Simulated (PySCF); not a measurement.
# IH3: breathing scan

Level of theory: PySCF, r2SCAN, basis I def2-TZVP with ECP28, H def2-TZVP (scalar-relativistic core potentials, no spin–orbit coupling, density fitting).

Rigid scan from the singlet minimum (I–H 1.625 Å, I–H 1.844 Å (×2); H–I–H 81.3° (×2), H–I–H 162.6°). Coordinate: all bonds to the central atom scaled together. Energies in kJ/mol from the minimum.

```json
{"scale of all bonds to the centre": "0.88", "E (kJ/mol)": "109.5", "dipole size (D)": "0.20"}
{"scale of all bonds to the centre": "0.92", "E (kJ/mol)": "43.5", "dipole size (D)": "0.15"}
{"scale of all bonds to the centre": "0.96", "E (kJ/mol)": "9.7", "dipole size (D)": "0.12"}
{"scale of all bonds to the centre": "1.00", "E (kJ/mol)": "0.0", "dipole size (D)": "0.11"}
{"scale of all bonds to the centre": "1.04", "E (kJ/mol)": "7.9", "dipole size (D)": "0.11"}
{"scale of all bonds to the centre": "1.08", "E (kJ/mol)": "28.6", "dipole size (D)": "0.12"}
{"scale of all bonds to the centre": "1.14", "E (kJ/mol)": "75.6", "dipole size (D)": "0.15"}
{"scale of all bonds to the centre": "1.22", "E (kJ/mol)": "155.1", "dipole size (D)": "0.20"}
{"scale of all bonds to the centre": "1.35", "E (kJ/mol)": "295.1", "dipole size (D)": "0.28"}
```

At long bonds a restricted determinant can lie too high, and another spin state can fall below this curve.

Other isomers or separated fragments may lie lower.
